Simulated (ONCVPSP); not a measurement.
## gallium (Ga): ONCV pseudisation with PBEsol, scalar-relativistic reference atom.

The input file (ONCVPSP 4.0.1):

```
# ATOM AND REFERENCE CONFIGURATION
# atsym  z   nc   nv     iexc    psfile
  Ga 31.00    5    3  -116133      upf
#
#   n    l    f
    1    0    2.00
    2    0    2.00
    2    1    6.00
    3    0    2.00
    3    1    6.00
    3    2   10.00
    4    0    2.00
    4    1    1.00
#
# PSEUDOPOTENTIAL AND OPTIMIZATION
# lmax
    2
#
#   l,   rc,      ep,       ncon, nbas, qcut
    0    2.05    0.00    4    8    3.40
    1    2.70    0.00    4    8    3.40
    2    1.10    0.00    4    9   15.10
#
# LOCAL POTENTIAL
# lloc, lpopt,  rc(5),   dvloc0
    4    5    0.85    4.00
#
# VANDERBILT-KLEINMAN-BYLANDER PROJECTORs
# l, nproj, debl
    0    2    1.50
    1    2    3.40
    2    1    3.30
#
# MODEL CORE CHARGE
# icmod, fcfact, rcfact
    1    0.40    0.00
#
# LOG DERIVATIVE ANALYSIS
# epsh1, epsh2, depsh
   -2.00    5.00    0.02
#
# OUTPUT GRID
# rlmax, drl
    6.00    0.01
#
# TEST CONFIGURATIONS
# ncnf
    4
# nvcnf
#   n    l    f
    3
    3    2   10.00
    4    0    2.00
    4    1    0.00
#
    3
    3    2   10.00
    4    0    1.00
    4    1    0.00
#
    3
    3    2   10.00
    4    0    0.00
    4    1    0.00
#
    3
    3    2   10.00
    4    0    1.00
    4    1    2.00
#
```

Command:

```bash
oncvpsp.x < Ga.dat > Ga.out
```

Output (shortened: citation, most of the input echo, consistency checks and plot data are left out):

```
ONCVPSP  (Optimized Norm-Conservinng Vanderbilt PSeudopotential)
scalar-relativistic version 4.0.1

#   n    l    f        energy (Ha)
    1    0    2.00    -3.7561965E+02
    2    0    2.00    -4.6348649E+01
    2    1    6.00    -4.0359209E+01
    3    0    2.00    -5.4307204E+00
    3    1    6.00    -3.6264969E+00
    3    2   10.00    -7.0419174E-01
    4    0    2.00    -3.2937413E-01
    4    1    1.00    -9.4479440E-02

Reference configufation results
  iterations    32
  all-electron total energy (Ha)   -1.94245904D+03

Begin loop to  construct optimized pseudo wave functions
and semi-local pseudopoentials for all angular momenta

   Wellstate for l =  0  n =  6
     eigenvalue =   1.1706
     asymptotic potential =   1.6706
     half-point radius =  5.1810

Calculating optimized projector #   1

 for l=   0

    Fraction of norm inside rc  0.429827
    Optimizing pswf for qcut=   3.41 a_B^-1,  ecut=   5.80 Ha
    Residual kinetic energy error=  1.42D-03 Ha

    Energy error per electron        Cutoff
         Ha          eV             Ha
         0.01000     0.27211        3.76
         0.00100     0.02721        6.53
         0.00010     0.00272       35.03
         0.00001     0.00027       42.90

Calculating optimized projector #   2

 for l=   0

    Fraction of norm inside rc  0.108982
    Optimizing pswf for qcut=   3.41 a_B^-1,  ecut=   5.80 Ha
    Residual kinetic energy error=  3.55D-03 Ha

    Energy error per electron        Cutoff
         Ha          eV             Ha
         0.01000     0.27211        4.86
         0.00100     0.02721        7.66
         0.00010     0.00272       22.59
         0.00001     0.00027       41.11

   Wellstate for l =  1  n =  7
     eigenvalue =   3.3055
     asymptotic potential =   3.8055
     half-point radius =  4.4978

Calculating optimized projector #   1

 for l=   1

    Fraction of norm inside rc  0.379502
    Optimizing pswf for qcut=   3.41 a_B^-1,  ecut=   5.80 Ha
    Residual kinetic energy error=  2.24D-05 Ha

    Energy error per electron        Cutoff
         Ha          eV             Ha
         0.01000     0.27211        1.33
         0.00100     0.02721        2.16
         0.00010     0.00272        3.06
         0.00001     0.00027       10.61

Calculating optimized projector #   2

 for l=   1

    Fraction of norm inside rc  0.203372
    Optimizing pswf for qcut=   3.41 a_B^-1,  ecut=   5.80 Ha
    Residual kinetic energy error=  2.29D-02 Ha

    Energy error per electron        Cutoff
         Ha          eV             Ha
         0.01000     0.27211        7.20
         0.00100     0.02721       28.94
         0.00010     0.00272       36.97
         0.00001     0.00027       45.70

Calculating optimized projector #   1

 for l=   2

    Fraction of norm inside rc  0.795804
    Optimizing pswf for qcut=  15.12 a_B^-1,  ecut= 114.29 Ha
    Residual kinetic energy error=  1.12D-06 Ha

    Energy error per electron        Cutoff
         Ha          eV             Ha
         0.01000     0.27211       75.14
         0.00100     0.02721       88.20
         0.00010     0.00272       98.50
         0.00001     0.00027      106.51

Construct Vanderbilt / Kleinmman-Bylander projectors

B matrix Hermiticity error, ll=   0
   1   2   -6.7267E-05

  Orthonormal projector coefficients  9.1620E+00  9.8074E-01

B matrix Hermiticity error, ll=   1
   1   2    5.5970E-05

  Orthonormal projector coefficients  5.9041E+00  5.8797E-01

Model core correction analysis
  based on d2Exc/dn_idn_j

d2excae - all-electron derivatives

   -3.042978D-02   -6.029126D-03   -2.327835D-03
   -6.112902D-03   -2.624273D-02   -1.381061D-02
   -2.446152D-03   -1.507160D-02   -8.688422D-03

d2excps - pseudofunction derivatives with no core correction

   -4.882669D-02   -6.847429D-03   -2.535985D-03
   -6.931281D-03   -2.640794D-02   -1.375564D-02
   -2.654501D-03   -1.501860D-02   -8.554571D-03

rms 2nd derivative error    6.145673E-03

Polynomial model core charge

d2excps - pseudofunction derivatives with core correction

   -3.678818D-02   -6.037538D-03   -2.294659D-03
   -6.121322D-03   -2.590748D-02   -1.361024D-02
   -2.412994D-03   -1.487116D-02   -8.523190D-03

rms 2nd derivative error    2.125289E-03

Pseudoatom total energy  -76.358383

Diagnostic tests using Vanderbilt-Kleinman-Bylander pseudopotentials
  1 or more projectors used as specified by nproj input data

   l    rcore       rmatch      e in        delta e   norm test  slope test

   0   2.0541891   2.1165588  -0.3293741  -0.0000012   1.0000375   1.0000526
   0   2.0541891   2.1165588   1.1706259   0.0000008   1.0001447   1.0001447

   1   2.7048771   2.7870030  -0.0944794  -0.0000002   1.0000039   1.0000114
   1   2.7048771   2.7870030   3.3055206   0.0000134   1.0001146   1.0001146

   2   1.1026824   1.1361622  -0.7041917  -0.0000093   0.9999952   1.0000167

 Testing for bound ghosts
   n   l    E NL Schr. Eq   E Basis Diag.   E Cutoff

       0                       -1.268329     61.84  WARNING - GHOST(-)
   1   0       -0.329375       -0.326595     61.84

   2   1       -0.094480       -0.090226     41.17

   3   2       -0.704201       -0.701163    283.56

 Testing for highly-localized positive-energy ghosts
       l    <radius>/rc     E Basis Diag.   E Cutoff

       1        0.952348        4.055309     41.17  WARNING - GHOST(+)

       1        0.996301        4.355461     41.17  WARNING - GHOST(+)

Test configuration 0

   n   l     f        eae           eps        diff
   1   0  2.0000 -375.61965393
   2   0  2.0000  -46.34864928
   2   1  6.0000  -40.35920948
   3   0  2.0000   -5.43072042
   3   1  6.0000   -3.62649692
   3   2 10.0000   -0.70419174   -0.70420101   -9.27D-06
   4   0  2.0000   -0.32937413   -0.32937528   -1.16D-06
   4   1  1.0000   -0.09447944   -0.09447960   -1.63D-07

    Total energies and differences
      AE_ref= -1.94245904D+03  AE_tst= -1.94245904D+03  dif=  0.00D+00
      PS_ref= -7.63583834D+01  PS_tst= -7.63583834D+01  dif= -1.56D-13
      PSP excitation error=  1.56D-13

Test configuration 1

   n   l     f        eae           eps        diff
   1   0  2.0000 -375.92733777
   2   0  2.0000  -46.65355864
   2   1  6.0000  -40.66447422
   3   0  2.0000   -5.73608184
   3   1  6.0000   -3.93199529
   3   2 10.0000   -1.00907077   -1.00810583    9.65D-04
   4   0  2.0000   -0.60131681   -0.60169491   -3.78D-04

    Total energies and differences
      AE_ref= -1.94245904D+03  AE_tst= -1.94225032D+03  dif=  2.09D-01
      PS_ref= -7.63583834D+01  PS_tst= -7.61495323D+01  dif=  2.09D-01
      PSP excitation error= -1.24D-04

Test configuration 2

   n   l     f        eae           eps        diff
   1   0  2.0000 -376.37605627
   2   0  2.0000  -47.09223196
   2   1  6.0000  -41.10399110
   3   0  2.0000   -6.17882276
   3   1  6.0000   -4.37474556
   3   2 10.0000   -1.44746884   -1.44539336    2.08D-03
   4   0  1.0000   -0.95668758   -0.95830680   -1.62D-03

    Total energies and differences
      AE_ref= -1.94245904D+03  AE_tst= -1.94147356D+03  dif=  9.85D-01
      PS_ref= -7.63583834D+01  PS_tst= -7.53717853D+01  dif=  9.87D-01
      PSP excitation error= -1.12D-03

Test configuration 3

psatom: WARNING lschvkbb convergence error n,l,iter=   2   1   4
ea(ii),et,emin,emax -1.028648E-01 -1.131513E-01 -1.131513E-01 -1.131513E-01
run_config: WARNING for fully non-local PS atom, stg. 1
 WARNING no output for configuration 4

Test configuration 4

   n   l     f        eae           eps        diff
   1   0  2.0000 -375.69131637
   2   0  2.0000  -46.41694769
   2   1  6.0000  -40.42762918
   3   0  2.0000   -5.50202934
   3   1  6.0000   -3.69775397
   3   2 10.0000   -0.77342685   -0.77316684    2.60D-04
   4   0  1.0000   -0.36960342   -0.36950774    9.57D-05
   4   1  2.0000   -0.12327545   -0.12327886   -3.41D-06

    Total energies and differences
      AE_ref= -1.94245904D+03  AE_tst= -1.94221829D+03  dif=  2.41D-01
      PS_ref= -7.63583834D+01  PS_tst= -7.61176507D+01  dif=  2.41D-01
      PSP excitation error=  2.03D-05
```

Note: ghosts flagged at negative energy: s at -34.5 eV; GHOST(+) flagged for p at 110.4 eV, p at 118.5 eV. A true bound ghost makes a file unfit for plane-wave use.

The run took about 2.8 s on one core of a shared server CPU.
